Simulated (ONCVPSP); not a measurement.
**How hard is this F ONCV potential?**

ONCVPSP 4.0.1 input, shortened (lines: element, Z, core and valence counts, functional; n l f; lmax; l rc ep ncon nbas qcut; lloc lpopt rc5 dvloc0; l nproj debl; icmod fcfact rcfact), PBE, scalar-relativistic:

```
  F 9.00    1    2        4      upf
    1    0    2.00
    2    0    2.00
    2    1    5.00
    2
    0    0.55    0.00    4    8   13.70
    1    1.55    0.00    4    9    6.90
    2    1.30    0.02    4    8    7.30
    4    5    0.45    3.00
    0    3    0.90
    1    2    3.00
    2    2    2.20
    0    0.00    0.00
```

In the s channel the program set the typed energies aside and used -1.099, 0.250, 1.150 Ha.

Question: For each optimised wave give the share of its norm inside rc, the residual kinetic energy above qcut (Ha) and the cutoffs (Ha) for errors of 10, 1, 0.1 and 0.01 mHa per electron.

Answer:

| wave | norm inside rc | residual KE | 10 mHa | 1 mHa | 0.1 mHa | 0.01 mHa |
| --- | --- | --- | --- | --- | --- | --- |
| 2s | 0.131 | 9.9e-04 | 37.3 | 92.7 | 534.8 | 654.5 |
| s projector 2 | 0.015 | 1.0e-04 | 23.7 | 47.0 | 114.0 | 739.8 |
| s projector 3 | 0.016 | 2.2e-04 | 28.8 | 57.1 | 308.8 | 768.0 |
| 2p | 0.803 | 5.2e-04 | 18.3 | 22.6 | 74.9 | 117.2 |
| p projector 2 | 0.161 | 3.5e-03 | 21.1 | 37.6 | 131.5 | 151.0 |
| d projector 1 | 0.000 | 5.1e-04 | 0.0 | 0.1 | not reached | not reached |
| d projector 2 | 0.127 | 3.5e-03 | 18.0 | 63.9 | 169.6 | 191.7 |

The occupied waves need 93 Ha and 535 Ha for 1 and 0.1 mHa. Rows with under 1 % of the norm inside rc give no meaningful cutoff. Note: ghosts flagged at negative energy: s at -726.7 eV, d at -1315.9 eV; GHOST(+) flagged for s at 501.5 eV. A true bound ghost makes a file unfit for plane-wave use. Its largest configuration-test error is +2313 meV.
